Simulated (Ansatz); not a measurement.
Frontier orbitals of CH6OSSi (`[SiH3]OCS`).

```xyz
10

Si    0.016    1.585   -0.478
O    -0.587    0.078   -0.187
C     0.112   -0.883    0.553
S    -0.807   -2.422    0.703
H    -0.994    2.282   -1.304
H     1.315    1.497   -1.202
H     0.246    2.315    0.799
H     0.271   -0.554    1.586
H     1.089   -1.090    0.104
H    -0.660   -2.808   -0.574
```

Total charge 0; spin multiplicity 1. The geometry is a stationary point of PBE0-D4/def2-TZVP. It is one conformer, not always the lowest. Basis def2-TZVPP, Ansatz 0.2.0.

```
functional  HOMO (eV)  LUMO (eV)  gap (eV)
       PBE      -5.99      -0.83      5.16
      PBE0      -7.22       0.03      7.25
 CAM-B3LYP      -8.58       0.98      9.56
   ωB97M-V      -9.48       1.70     11.18
```

Against PBE, PBE0 changes HOMO and LUMO by −1.24 and +0.87 eV, ωB97M-V by −3.49 and +2.54 eV. A gap of 5.15 eV thus becomes 11.18 eV for the same molecule, so an orbital gap means little without its functional. A positive LUMO is unbound and depends on the basis.
